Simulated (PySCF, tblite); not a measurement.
Isomers of [C8H10P]+ (charge +1), one GFN2-xTB conformer each. Single-point energies are computed at PBE0/pcSseg-1 (PySCF, gas phase, no added dispersion term), electronic only.

Question: Rank them by PBE0/pcSseg-1 energy, lowest first (kcal/mol).
A. `[cH:1]1[cH:2][cH:3][c:4]2[c:5]([cH:6]1)[CH2:7][PH2+:8][CH2:9]2` (charge +1) with C4–C5–C7–P8 -15°, C5–C7–P8–C9 21°, C7–P8–C9–C4 -21°, C3–C4–C9–P8 -166°
B. `[CH2:1]=[CH:2][PH2+:3][c:4]1[cH:5][cH:6][cH:7][cH:8][cH:9]1` (charge +1) with C1–C2–P3–C4 124°, C2–P3–C4–C5 -40°

Answer: A (0.0), B (23.1).

GFN2-xTB itself gives, in the same order: 0.0, 30.8. Both levels put the same isomer lowest.

Q: Which frontier levels and rotational constants go with these structures?

A: 
```
              SMILES  HOMO (eV, PBE0/pcSseg-1)  LUMO (eV)       A, B, C (MHz)
c1ccc2c(c1)C[PH2+]C2                    -11.12      -4.83   3281, 1084, 836.6
   C=C[PH2+]c1ccccc1                    -11.60      -5.61  3578, 789.2, 670.8
```

Q: What happens when harmonic zero-point energies from GFN2-xTB frequencies are added?

A: 
```tsv
SMILES	ZPE (kcal/mol)	electronic (kcal/mol)	with ZPE (kcal/mol)
c1ccc2c(c1)C[PH2+]C2	94.0	0.0	0.0
C=C[PH2+]c1ccccc1	92.4	23.1	21.5
```

The zero-point energies span 1.6 kcal/mol. The order is unchanged.
